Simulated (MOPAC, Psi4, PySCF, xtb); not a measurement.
Torsional profile of C3H6OS, SMILES CS/C=C\O. Scanned: dihedral C1–S2–C3–C4; all other coordinates were relaxed at GFN2-xTB. Points at φ and −φ are mirror images.

Atom numbering (GFN2-xTB optimised geometry, Å):
```
11

C      2.0260     0.0913    -0.3000
S      0.5693     0.7586     0.5526
C     -0.5968    -0.5149     0.1473
C     -1.8837    -0.2627    -0.0672
O     -2.4694     0.9498    -0.0389
H      2.2552    -0.8938     0.0971
H      1.8300     0.0409    -1.3671
H      2.8456     0.7741    -0.1007
H     -0.1968    -1.5127     0.1195
H     -2.5878    -1.0524    -0.2870
H     -1.7916     1.6219     0.1276
```

PBE0-D3(BJ)/def2-TZVP // GFN2-xTB (Psi4); GFN1-xTB // GFN2-xTB (xtb); RKS-B3LYP/6-311+G** = restricted B3LYP/6-311+G**, spherical d, density fitting // GFN2-xTB run with PySCF 2.14.0; PM7, restricted, heats of formation // GFN2-xTB (MOPAC); r2SCAN/def2-TZVP // GFN2-xTB (Psi4); MP2/cc-pVTZ = DF-MP2 (frozen core)/cc-pVTZ // GFN2-xTB (Psi4 1.11).

Energies in kJ/mol, each method relative to its own lowest point.

```
φ / °  PBE0-D3(BJ)/def2-TZVP  GFN1-xTB  RKS-B3LYP/6-311+G**  PM7  r2SCAN/def2-TZVP  MP2/cc-pVTZ
-----  ---------------------  --------  -------------------  ---  ----------------  -----------
-165                    14.1       2.4                 12.9  2.9              12.2         14.1
-150                     9.4       1.5                  8.4  1.5               7.9          9.5
-135                     4.6       0.5                  3.8  0.4               3.7          4.8
-120                     1.3       0.0                  0.8  0.0               0.9          1.5
-105                     0.0       0.0                  0.0  0.6               0.0          0.0
-90                      0.8       0.8                  1.5  1.9               0.8          0.2
-75                      3.6       2.5                  5.1  2.8               3.2          2.0
-60                      9.3       6.1                 10.8  3.2               8.4          7.1
-45                     19.1       8.6                 20.4  3.0              17.8         18.2
-30                     24.8      10.0                 25.5  4.2              23.7         24.8
-15                     28.6      10.6                 28.9  6.3              28.0         29.4
0                       29.9      10.8                 30.1  7.3              29.5         31.0
15                      28.6      10.6                 28.9  6.3              28.0         29.4
30                      24.8      10.0                 25.5  4.2              23.7         24.8
45                      19.1       8.6                 20.4  3.0              17.8         18.2
60                       9.3       6.1                 10.8  3.2               8.4          7.1
75                       3.6       2.5                  5.1  2.8               3.2          2.0
90                       0.8       0.8                  1.5  1.9               0.8          0.2
105                      0.0       0.0                  0.0  0.6               0.0          0.0
120                      1.3       0.0                  0.8  0.0               0.9          1.5
135                      4.6       0.5                  3.8  0.4               3.7          4.8
150                      9.4       1.5                  8.4  1.5               7.9          9.5
165                     14.1       2.4                 12.9  2.9              12.2         14.1
180                     16.2       2.9                 15.0  3.5              14.2         16.1
```

Root-mean-square difference from the MP2/cc-pVTZ profile, itself a level with limits, after the best constant shift (kJ/mol): PBE0-D3(BJ)/def2-TZVP 0.9, GFN1-xTB 6.9, RKS-B3LYP/6-311+G** 1.7, PM7 8.7, r2SCAN/def2-TZVP 1.1.
